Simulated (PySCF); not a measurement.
## F⁺ (fluorine, charge +1) across methods

[He] 2s1 2p5, high-spin 3P determinant (an excited configuration). All numbers are calculated (PySCF 2.14, the non-relativistic Hamiltonian (point nucleus), in aug-cc-pVQZ with one added diffuse shell each of s, p, d, f, g type (7s6p5d4f3g, 105 functions)).

```
 method  E (hartree)  mean ε 2s α (eV)  mean ε 2p α (eV)  mean ε 2p β (eV)  Σ⟨r²⟩ (bohr²)   ⟨S²⟩
 r2SCAN     -98.3691           -51.508           -31.102           -26.635          7.365  2.004
  M06-L     -98.4061           -51.842           -30.874           -26.350          7.269  2.004
  TPSSh     -98.4121           -51.804           -31.512           -27.210          7.389  2.003
    LDA     -97.7749           -48.880           -30.188           -26.349          7.474  2.003
    PBE     -98.3377           -49.271           -30.103           -26.328          7.446  2.002
wB97X-V     -98.3744           -55.839           -35.393           -31.096          7.423  2.003
   TPSS     -98.4269           -50.147           -30.362           -26.436          7.405  2.002
    UHF    -98.04094           -66.029           -41.208           -32.800          7.358  2.009
```

Task: Estimate the same row for PBE0.

Result: E (hartree) = -98.3224; mean ε 2s α (eV) = -53.627; mean ε 2p α (eV) = -33.041; mean ε 2p β (eV) = -28.293; Σ⟨r²⟩ (bohr²) = 7.395; ⟨S²⟩ = 2.003.
